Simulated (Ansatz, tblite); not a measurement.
Removing and adding an electron: AlSn28H36, a doped nanocrystal cut from the lattice of tin (Al on a surface site). Charge 0, multiplicity 2. Geometry: PBE-D4/def2-SVP. Ansatz, gas phase; energy differences of separate SCF runs; the oxidised species was run as a singlet alone; the reduced species was run as a singlet alone.

Cartesian coordinates in Å:
```
Sn 0.115 4.987 2.196
Sn 0.651 1.429 5.240
Sn -2.191 1.041 1.646
Sn -2.691 4.452 -1.448
Sn 1.277 2.122 -1.239
Sn -1.439 1.584 -4.941
Sn -1.604 -2.552 4.503
Sn 1.886 -1.332 1.688
Sn -0.303 -5.263 0.869
Sn -1.146 -1.775 -1.775
Sn 2.505 -0.825 -4.577
Al 3.294 -3.789 -1.956
Sn -1.716 6.276 0.474
Sn -0.640 -0.763 6.466
Sn -4.014 2.410 -0.025
Sn -3.488 -1.050 3.037
Sn -1.120 2.836 3.547
Sn 2.231 4.066 0.578
Sn 2.797 0.377 3.746
Sn -0.040 0.018 0.117
Sn -2.797 -0.567 -3.732
Sn -0.553 3.403 -2.969
Sn 3.424 1.169 -2.809
Sn 0.705 0.439 -6.378
Sn -2.367 -4.036 -0.599
Sn 0.530 -3.489 2.904
Sn 4.043 -2.386 0.185
Sn 1.685 -5.851 -1.064
Sn 1.026 -2.866 -3.219
H 0.724 6.140 3.355
H 1.244 2.518 6.469
H -3.813 5.263 -2.511
H -2.493 2.383 -6.080
H -2.412 -3.887 5.285
H -0.861 -6.778 1.534
H 3.825 -1.548 -5.457
H 4.376 -4.182 -3.081
H -3.054 6.915 1.382
H -0.936 7.619 -0.307
H -1.966 -0.214 7.449
H 0.485 -1.558 7.527
H -5.247 3.128 0.971
H -4.808 1.295 -1.097
H -4.615 -0.329 4.150
H -4.412 -2.029 1.939
H -2.433 3.479 4.503
H 3.534 3.418 1.526
H 2.871 5.393 -0.348
H 3.787 1.646 3.092
H 3.806 -0.561 4.811
H -4.290 -0.055 -3.005
H -3.182 -1.773 -4.924
H 0.254 4.723 -3.779
H 4.016 2.487 -3.780
H 4.743 0.613 -1.831
H 1.600 1.639 -7.267
H 0.109 -0.720 -7.528
H -3.749 -3.582 0.350
H -2.924 -5.064 -1.886
H 1.630 -4.351 3.951
H 4.815 -3.395 1.376
H 5.142 -1.063 -0.063
H 2.845 -6.972 -0.376
H 0.883 -6.728 -2.339
H 0.441 -3.932 -4.473
```

In the def2 sets Sn takes a core potential; there is no spin–orbit coupling. The xTB rows come from tblite. B3LYP takes the VWN-RPA correlation. Single mean-field runs in def2-SVP are fitted with def2-universal-jkfit.

```tsv
level	−HOMO (eV)	vertical IE (eV)	−LUMO (eV)	vertical EA (eV)	HOMO–LUMO gap (eV)	IE − EA (eV)
GFN1-xTB	–	11.01	–	8.58	–	2.43
PBE-D4/def2-SVP	5.27	6.63	4.91	3.62	0.36	3.01
PBE0-D4/def2-SVP	6.13	6.99	4.49	3.75	1.64	3.24
```

Estimate the rows for GFN2-xTB, B3LYP-D4/def2-SVP.


```
            level  −HOMO (eV)  vertical IE (eV)  −LUMO (eV)  vertical EA (eV)  HOMO–LUMO gap (eV)  IE − EA (eV)
         GFN2-xTB           –             11.51           –              9.28                   –          2.23
B3LYP-D4/def2-SVP        5.91              6.93        4.61              3.78                1.30          3.15
```

   HOMO and LUMO are the levels of the spin that leaves or enters (xTB has no such levels and no spin-polarisation term). Other spin states of the ions may lie lower, which would lower the ionisation energy or raise the affinity. Raw xTB energy differences between charge states are shifted by several eV; the methods need an empirical correction for them. Sets without diffuse functions give affinities that are too small.
